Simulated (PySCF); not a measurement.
A GIAO shielding run with PySCF 2.14 (density fitting, non-relativistic, gas phase) on `Cl[Si@H](C=C)N=C`, C3H6ClNSi:

```
$ OMP_NUM_THREADS=1 python probes_run.py task.json out

{"job": {"kind": "nmr", "xc": "B97-D", "basis": "pcSseg-1", "pop": false}, "charge": 0, "multiplicity": 1}
C      0.250497    -2.012479     1.050944
C     -0.176395    -3.264565     0.849381
Si    -1.725452    -3.642187    -0.094586
Cl    -2.920834    -4.907974     1.059969
N     -2.539688    -2.140927    -0.435158
C     -3.724279    -1.834307    -0.127320
H     -0.301816    -1.152763     0.656438
H      1.164632    -1.795782     1.614705
H      0.403494    -4.100033     1.261920
H     -1.483119    -4.344205    -1.381665
H     -4.131444    -0.841791    -0.394488
H     -4.417286    -2.510548     0.415095
```

Hardware: 1 thread of an Arm Neoverse V1, shared host.

Q: How large is the calculation?

A: 62 electrons, 146 basis functions and 799 auxiliary functions.

Q: How long does it take, and how much memory does it need?

A: 20 s of wall time, with 15 SCF cycles; peak memory 0.73 GiB. Times on a shared host scatter by some tens of per cent.

Q: And these other runs on the same molecule and hardware: GIAO shielding at B3LYP/pcSseg-1; GIAO shielding at BLYP/pcSseg-1; GIAO shielding at BP86/pcSseg-1; GIAO shielding at HF/pcSseg-1; GIAO shielding at KT2/pcSseg-1; GIAO shielding at KT3/pcSseg-1?

A: B3LYP/pcSseg-1: 146 functions, 17 s; BLYP/pcSseg-1: 146 functions, 18 s; BP86/pcSseg-1: 146 functions, 19 s; HF/pcSseg-1: 146 functions, 7.2 s; KT2/pcSseg-1: 146 functions, 19 s; KT3/pcSseg-1: 146 functions, 19 s.
